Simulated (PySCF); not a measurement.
Mayer bond orders and bond lengths

Compound: C₅H₄BF₃O₃.
Numbering: `[O:1]=[C:2]([C:3]1=[O+:4][BH2-:5][O:6][CH:7]=[CH:8]1)[C:9]([F:10])([F:11])[F:12]` (hydrogens: H13, H14 on B5; H15 on C7; H16 on C8)

Cartesian coordinates in Å at the PBE0-D3(BJ)/def2-SVP level; atoms count from 1:
```
atom  x, y, z in Å
O1     1.7927    0.0224    1.9733
C2     1.4256   -0.3055    0.8826
C3     0.0792    0.1190    0.3319
O4    -0.2127   -0.2933   -0.8310
B5    -1.5325    0.0500   -1.5508
O6    -2.3713    0.9024   -0.5729
C7    -1.9841    1.2574    0.5720
C8    -0.7422    0.9143    1.1195
C9     2.3175   -1.1863   -0.0246
F10    2.5955   -0.5441   -1.1528
F11    1.6966   -2.3241   -0.3110
F12    3.4493   -1.4640    0.5967
H13   -2.1321   -0.9841   -1.7606
H14   -1.2719    0.7340   -2.5198
H15   -2.6979    1.8698    1.1437
H16   -0.4286    1.2299    2.1116
```

Bond orders from the PBE0/pcSseg-1 density (PySCF). One conformer (not necessarily the lowest) at the PBE0-D3(BJ)/def2-SVP geometry, without solvent, vibrations or thermal averaging.

Q: How far do the computed orders between heavy atoms stray from the drawn ones?

A: The largest departure is 0.678, at C7–C8 (drawn double, 1.322). Drawn single, order above 1.12: O6–C7 (1.448) and C8–C3 (1.349). Drawn single, order below 0.88: C2–C3 (0.822), O4–B5 (0.634) and B5–O6 (0.638). Drawn double or triple, more than 0.30 short of the drawn order: C3–O4 (1.376) and C7–C8 (1.322). The SMILES, with its formal charges, is one Lewis structure only.

Q: Set the Mayer orders of the bonds beside their lengths.

A: 
| bond | drawn as | length (Å) | Mayer order |
| --- | --- | --- | --- |
| O1–C2 | double | 1.197 | 2.052 |
| C2–C3 | single | 1.515 | 0.822 |
| C3–O4 | double | 1.268 | 1.376 |
| O4–B5 | single | 1.542 | 0.634 |
| B5–O6 | single | 1.545 | 0.638 |
| O6–C7 | single | 1.260 | 1.448 |
| C7–C8 | double | 1.400 | 1.322 |
| C2–C9 | single | 1.547 | 0.905 |
| C9–F10 | single | 1.328 | 1.006 |
| C9–F11 | single | 1.327 | 1.006 |
| C9–F12 | single | 1.321 | 1.031 |
| C8–C3 | single | 1.388 | 1.349 |
| B5–H13 | single | 1.214 | 0.977 |
| B5–H14 | single | 1.214 | 0.976 |
| C7–H15 | single | 1.101 | 0.960 |
| C8–H16 | single | 1.087 | 0.950 |

Bonds between the same two heavy elements. C–O: lowest C3–O4 (1.376, 1.268 Å), highest O1–C2 (2.052, 1.197 Å). C–C: lowest C2–C3 (0.822, 1.515 Å), highest C8–C3 (1.349, 1.388 Å); in 1 of the 6 pairs the longer bond (by over 0.003 Å) has the higher order (by 0.02 or more). B–O: all 2 within 0.02 of one another (0.634 to 0.638). C–F: lowest C9–F10 and C9–F11 (1.006, 1.328 Å), highest C9–F12 (1.031, 1.321 Å). Bonds named together lie within 0.004.

Q: Sum the orders of all bonds at each heavy atom with more than one neighbour and set the sums beside the valence in the SMILES.

A: C2 3.779 (drawn 4), C3 3.547 (drawn 4), O4 2.010 (drawn 3), B5 3.225 (drawn 4), O6 2.086 (drawn 2), C7 3.730 (drawn 4), C8 3.621 (drawn 4), C9 3.948 (drawn 4). Orders between atoms that aren't bonded are not in these sums.

Mayer orders depend on the basis set.

These values come from a run that also computed NMR shieldings. Time: 47 s of wall time; peak memory 1.1 GiB. Hardware: one thread, Arm Neoverse V2 (aarch64), no GPU, shared host with 32 logical CPUs at a one-minute load of 21.
